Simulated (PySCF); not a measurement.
PySCF 2.14 output of an unrestricted PBE0 calculation on a single atom or ion in aug-cc-pwCVTZ-PP with ECP60MDF (8s8p7d4f3g, 122 functions), with a scalar-relativistic core potential:

```
SCF conv_tol = 1e-09
number electrons alpha = 9  beta = 4
    C. Adamo and V. Barone.,  J. Chem. Phys. 110, 6158 (1999)
    M. Ernzerhof and G. E. Scuseria.,  J. Chem. Phys. 110, 5029 (1999)
cycle= 1 E= -57.2653078556855  delta_E= -0.00455  |g|= 0.0154  |ddm|= 0.137
cycle= 2 E= -57.2653978890473  delta_E= -9e-05  |g|= 0.00812  |ddm|= 0.0216
cycle= 3 E= -57.265426433349  delta_E= -2.85e-05  |g|= 0.00204  |ddm|= 0.0108
cycle= 4 E= -57.2654288388103  delta_E= -2.41e-06  |g|= 0.000295  |ddm|= 0.00226
cycle= 5 E= -57.2654288905743  delta_E= -5.18e-08  |g|= 1.59e-05  |ddm|= 0.000574
cycle= 6 E= -57.2654288908172  delta_E= -2.43e-10  |g|= 2.31e-06  |ddm|= 3.68e-05
converged SCF energy = -57.2654288908172  <S^2> = 8.7517594  2S+1 = 6.0005864
```

The run itself started from symmetry-adapted Hartree-Fock orbitals and held the occupation by maximum overlap, on a logarithmic radial grid, so the iterations belong to that start.

Which element, charge and spin multiplicity is this?

Ta (tantalum, neutral), multiplicity 6; the state was [Xe] 4f14 5d4 6s1, high-spin 6D determinant (an excited configuration).

Energies and moments cover only the electrons outside the core potential. Spin-orbit coupling, absent here, splits the open shell strongly.
